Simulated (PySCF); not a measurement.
**Two-component Hartree-Fock for Mn(10+) (manganese, charge +10)**

Start: [Ne] 3s2 3p3; 3p1/2 filled at m_j = -1/2, +1/2; 3p3/2 filled at m_j = +3/2. Calculated with PySCF 2.14 in an even-tempered Gaussian basis (20 s from 0.64 bohr⁻², ratio 2.4; 13 p from 0.83 bohr⁻², ratio 2.4; 5 d from 4.4 bohr⁻², ratio 2.6; 4 f from 6.6 bohr⁻², ratio 2.6): generalised Hartree-Fock with the X2C-1e Hamiltonian and a Gaussian nucleus; one run each with spin-orbit coupling (SO) switched off, then screened by Boettger's factors.

```csv
spinor shell,electrons,"ε, spin-free (eV)","ε, screened SO (eV)",weight of nominal j (screened SO),"rms radius, screened SO (bohr)"
1s1/2,2,-6859.3,-6859.2,1.000,0.0703
2s1/2,2,-1058.7,-1058.6,1.000,0.299
2p1/2,2,-932.45,-940.56,0.950,0.269
3s1/2,2,-315.06,-315.05,1.000,0.807
3p1/2,2,-284.23,-284.58,0.582,0.815
3p3/2,1,-284.23,-283.54,1.000,0.817
```

Q: Where does 2p3/2 lie, and what is the 2p spin-orbit splitting (screened SO)?

A: At -928.43 eV, 12.131 eV above 2p1/2.

```tsv
quantity	spin-free	screened SO
E (hartree)	-1118.83521	-1118.85611
M_J	3/2	3/2
⟨J²⟩	3.750	3.751
⟨L²⟩	0.000	0.032
⟨S²⟩	3.750	3.705
```

Each row is a mean over spinors that exchange with the open shell spreads, by up to 21.475 eV (3s1/2).

Rows whose weight is well below 1 are mixtures of j = l ± 1/2: exchange outweighs spin-orbit coupling there, and the label is only the starting occupation.

Without spin-orbit coupling the j labels of p, d and f shells carry no meaning; the spin-free column gives the mean over the occupied spinors of each nl shell.
